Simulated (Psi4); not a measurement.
Ca (SMILES [Ca]), singlet; B3LYP/6-31G in Psi4.

The Psi4 input:
```
memory 2 GB

molecule mol {
0 1
  Ca    0.000000    0.000000    0.000000
}

set basis 6-31g
set reference rks

energy('b3lyp')
print_variables()
```

What the program printed (banner, timings and long lists left out):

```
   => Loading Basis Set <=

    Name: 6-31G
    Role: ORBITAL
    Keyword: BASIS

         ---------------------------------------------------------
                                   SCF
               by Justin Turney, Rob Parrish, Andy Simmonett
                          and Daniel G. A. Smith
                              RKS Reference
         ---------------------------------------------------------

  ==> Geometry <==

    Molecular point group: d2h
    Geometry (in Angstrom), charge = 0, multiplicity = 1:

       Center              X                  Y                   Z               Mass
    ------------   -----------------  -----------------  -----------------  -----------------
         CA           0.000000000000     0.000000000000     0.000000000000    39.962590863000

  Running in d2h symmetry.

  Rotational constants: A = ************  B = ************  C = ************ [cm^-1]
  Rotational constants: A = ************  B = ************  C = ************ [MHz]
  Nuclear repulsion =    0.000000000000000

  Charge       = 0
  Multiplicity = 1
  Electrons    = 20
  Nalpha       = 10
  Nbeta        = 10

  ==> Algorithm <==

  SCF Algorithm Type is DF.
  DIIS enabled.
  MOM disabled.
  Fractional occupation disabled.
  Guess Type is CORE.
  Energy threshold   = 1.00e-06
  Density threshold  = 1.00e-06
  Integral threshold = 1.00e-12

  ==> Primary Basis <==

  Basis Set: 6-31G
    Blend: 6-31G
    Number of shells: 9
    Number of basis functions: 17
    Number of Cartesian functions: 17
    Spherical Harmonics?: false
    Max angular momentum: 1

  ==> DFT Potential <==

   => LibXC <=

    Version 7.1.2
    S. Lehtola, C. Steigemann, M. J. T. Oliveira, and M. A. L. Marques,  SoftwareX 7, 1–5 (2018) (10.1016/j.softx.2017.11.002)

   => Composite Functional: B3LYP <=

    B3LYP Hyb-GGA Exchange-Correlation Functional

    P. J. Stephens, F. J. Devlin, C. F. Chabalowski, and M. J. Frisch,  J. Phys. Chem. 98, 11623 (1994) (10.1021/j100096a001)

    Deriv               =              1
    GGA                 =           TRUE
    Meta                =          FALSE

    Exchange Hybrid     =           TRUE
    MP2 Hybrid          =          FALSE

   => Exchange Functionals <=

    0.0800   Slater exchange
    0.7200         Becke 88

   => Exact (HF) Exchange <=

    0.2000               HF

   => Correlation Functionals <=

    0.1900   Vosko, Wilk & Nusair (VWN5_RPA)
    0.8100   Lee, Yang & Parr

   => LibXC Density Thresholds  <==

    XC_HYB_GGA_XC_B3LYP:  1.00E-15

   => Molecular Quadrature <=

    Radial Scheme          =       TREUTLER
    Pruning Scheme         =           NONE
    Nuclear Scheme         =       TREUTLER

    Blocking Scheme        =         OCTREE
    BS radius alpha        =              1
    Pruning alpha          =              1
    Radial Points          =             75
    Spherical Points       =            302
    Total Points           =          21134
    Total Blocks           =            244
    Max Points             =            256
    Max Functions          =             17
    Weights Tolerance      =       1.00E-15

   => Loading Basis Set <=

    Name: (6-31G AUX)
    Role: JKFIT
    Keyword: DF_BASIS_SCF

  ==> Integral Setup <==

  SCF_SUBTYPE=INCORE selected. In-core MEM_DF algorithm will be used.
  Using in-core AOs.

  ==> MemDFJK: Density-Fitted J/K Matrices <==

    J tasked:                   Yes
    K tasked:                   Yes
    wK tasked:                   No
    Algorithm:                 Core
    Schwarz Cutoff:           1E-12
    Mask sparsity (%):       0.0000
    Fitting Condition:        1E-10

   => Auxiliary Basis Set <=

  Basis Set: (6-31G AUX)
    Blend: DEF2-UNIVERSAL-JKFIT
    Number of shells: 44
    Number of basis functions: 203
    Number of Cartesian functions: 203
    Spherical Harmonics?: false
    Max angular momentum: 4

  Minimum eigenvalue in the overlap matrix is 1.1750244625E-01.
  Reciprocal condition number of the overlap matrix is 5.7787873269E-02.
    Using symmetric orthogonalization.

  ==> Pre-Iterations <==

  SCF Guess: Core (One-Electron) Hamiltonian.

   -------------------------------------------------------
    Irrep   Nso     Nmo     Nalpha   Nbeta   Ndocc  Nsocc
   -------------------------------------------------------
     Ag         5       5       4       4       4       0
     B1g        0       0       0       0       0       0
     B2g        0       0       0       0       0       0
     B3g        0       0       0       0       0       0
     Au         0       0       0       0       0       0
     B1u        4       4       2       2       2       0
     B2u        4       4       2       2       2       0
     B3u        4       4       2       2       2       0
   -------------------------------------------------------
    Total      17      17      10      10      10       0
   -------------------------------------------------------

  ==> Iterations <==

                           Total Energy        Delta E     RMS |[F,P]|

   @DF-RKS iter   1:  -677.10284988011256   -6.77103e+02   8.04215e-02 DIIS/ADIIS
   @DF-RKS iter   2:  -677.53100903691666   -4.28159e-01   1.04972e-02 DIIS/ADIIS
   @DF-RKS iter   3:  -677.53619358364381   -5.18455e-03   7.23785e-04 DIIS/ADIIS
   @DF-RKS iter   4:  -677.53625077355446   -5.71899e-05   7.67006e-05 DIIS
   @DF-RKS iter   5:  -677.53625113785631   -3.64302e-07   1.12254e-06 DIIS
   @DF-RKS iter   6:  -677.53625113796591   -1.09594e-10   2.98519e-08 DIIS
  Energy and wave function converged.

  ==> Post-Iterations <==

   Electrons on quadrature grid:
      Ntotal   =   20.0000002551 ; deviation = 2.551e-07

    Orbital Energies [Eh]
    ---------------------

    Doubly Occupied:

[...]
       4Ag    -0.155026

    Virtual:

[...]
       4B3u    0.112431

    Final Occupation by Irrep:
             Ag   B1g   B2g   B3g    Au   B1u   B2u   B3u
    DOCC [     4,    0,    0,    0,    0,    2,    2,    2 ]
    NA   [     4,    0,    0,    0,    0,    2,    2,    2 ]
    NB   [     4,    0,    0,    0,    0,    2,    2,    2 ]

  @DF-RKS Final Energy:  -677.53625113796591

   => Energetics <=

    Nuclear Repulsion Energy =              0.0000000000000000
    One-Electron Energy =                -926.6331698499385539
    Two-Electron Energy =                 278.0967777509570169
    DFT Exchange-Correlation Energy =     -28.9998590389843152
    Empirical Dispersion Energy =           0.0000000000000000
    VV10 Nonlocal Energy =                  0.0000000000000000
    Total Energy =                       -677.5362511379659054

Computation Completed

Properties will be evaluated at   0.000000,   0.000000,   0.000000 [a0]

Properties computed using the SCF density matrix

 Multipole Moments:

 ------------------------------------------------------------------------------------
     Multipole            Electronic (a.u.)      Nuclear  (a.u.)        Total (a.u.)
 ------------------------------------------------------------------------------------

 L = 1.  Multiply by 2.5417464519 to convert [e a0] to [Debye]
 Dipole X            :          0.0000000            0.0000000            0.0000000
 Dipole Y            :          0.0000000            0.0000000            0.0000000
 Dipole Z            :          0.0000000            0.0000000            0.0000000
 Magnitude           :                                                    0.0000000

 ------------------------------------------------------------------------------------

  Variable Map:
  ----------------------------------------------------------------------------
[...]
  Array Variable Map:
  ----------------------------------------------------------------------------
[...]
[...]
```
